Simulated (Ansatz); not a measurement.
Basis sets compared for the cluster Cs3Ge3Br9. Charge 0, multiplicity 1. Geometry PBE-D4/def2-SVP. Ansatz on 2 threads of AMD EPYC 7R13 on a shared host and a share (18 GiB) of an NVIDIA H100 80GB HBM3; times are rough, and most runs start from earlier orbitals.

```xyz
15

Cs    2.638   -0.730    0.285
Cs   -3.549   -4.125   -0.185
Cs    0.689    3.199   -2.802
Ge   -1.712   -0.121   -1.415
Ge   -1.200   -1.169    1.993
Ge    2.752    3.444    1.134
Br   -3.146   -1.726   -2.730
Br   -2.889   -2.755    3.008
Br   -2.585    1.970   -2.514
Br    0.722   -1.445    3.498
Br    0.528    2.264    0.730
Br    0.445   -0.336   -2.786
Br    3.809    2.632   -1.057
Br    3.800    1.779    2.607
Br   -0.302   -2.882    0.234
```

In the def2 sets Cs takes a core potential; there is no spin–orbit coupling. Single mean-field runs in def2-SVP, def2-TZVP are fitted with def2-universal-jkfit. Another isomer (singlet) lies 0.04 eV lower at PBE-D4/def2-SVP; other spin states weren't run for this one.

Binding counts from free atoms (Cs doublet, Ge triplet, Br doublet) in the same basis, without a counterpoise term.

```json
{"level": "PBE-D4/def2-SVP", "functions": "456", "energy (Eh)": "-29451.7071", "HOMO (eV)": "-5.30", "LUMO (eV)": "-2.00", "binding per atom (eV)": "2.86", "wall time": "4.5 s"}
{"level": "PBE0-D4/def2-SVP", "functions": "456", "energy (Eh)": "-29452.6363", "HOMO (eV)": "-6.23", "LUMO (eV)": "-1.36", "binding per atom (eV)": "2.79", "wall time": "6 s"}
```

Problem. Estimate the rows for PBE-D4/def2-TZVP (with forces), PBE0-D4/def2-TZVP.

Solution. 
```tsv
level	functions	energy (Eh)	HOMO (eV)	LUMO (eV)	binding per atom (eV)	wall time
PBE-D4/def2-TZVP (with forces)	663	-29455.2914	-5.39	-2.11	2.83	8 s
PBE0-D4/def2-TZVP	663	-29456.2174	-6.28	-1.43	2.77	8 s
```
